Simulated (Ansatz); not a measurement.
CrN(OH)3 (CrNO3H3). Total charge 0; singlet. Geometry B3LYP-D4/def2-SVP, basis def2-TZVP, Ansatz.

```tsv
run	HOMO (eV)	LUMO (eV)
A	-8.75	-3.13
B	-10.59	-1.67
C	-7.60	-3.59
D	-9.15	-2.75
E	-7.79	-3.86
F	-7.97	-3.66
```

HSE06 is defined as in plane-wave codes, on full-range PBE exchange.

The runs used CAM-B3LYP, HSE06, LDA (SPW92), PBE, PBE0, r2SCAN. Estimate which is which.

A HSE06 (range-separated); B CAM-B3LYP (range-separated); C PBE (0 % exact exchange); D PBE0 (25 % exact exchange); E LDA (SPW92) (0 % exact exchange); F r2SCAN (0 % exact exchange). Exact exchange lowers occupied and raises empty levels; among semilocal functionals meta-GGAs tend to open the gap a little, and such runs are hard to tell apart. The gap grows from 3.93 eV (LDA (SPW92)) to 8.92 eV (CAM-B3LYP). The restricted singlet is unstable towards broken spin symmetry in Hartree–Fock (as tested in another run); at HSE06-D4/def2-TZVP, CAM-B3LYP-D4/def2-TZVP, PBE0-D4/def2-TZVP, LDA (SPW92)/def2-TZVP and others this wasn't settled.
